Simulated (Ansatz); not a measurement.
Species: FeBr$_{2}$ (charge 0, quintet). The spin state was set by rule; other spins were not relaxed. 
Coordinates optimised at B3LYP-D3(BJ)/def2-TZVP (Ansatz, a program for electronic structure):
SMILES: [Fe]([Br])[Br]
```xyz
3

Fe     0.0000     0.0000     0.0000
Br     0.0000     0.0000     2.2922
Br     0.0000     0.0000    -2.2922
```
Charge 0, spin multiplicity 5.

Basis-set convergence of Hartree-Fock and CCSD correlation energies (hartree) with Ansatz. Valence correlation only, unless marked. Open shells are spin-unrestricted. Spin-orbit coupling is left out. The frozen core is the preceding noble-gas configuration, with the filled d and f shells of earlier blocks. No relativistic terms.

| basis | functions | E(HF) | E(corr, CCSD) |
|---|---|---|---|
| def2-SVP | 95 | -6406.62832 | -0.37806 |
| def2-TZVPP | 160 | … | … |

Task: Some entries are withheld; supply them.

Result: 
- def2-TZVPP, E(HF): -6407.43422
- def2-TZVPP, E(corr, CCSD): -0.53820
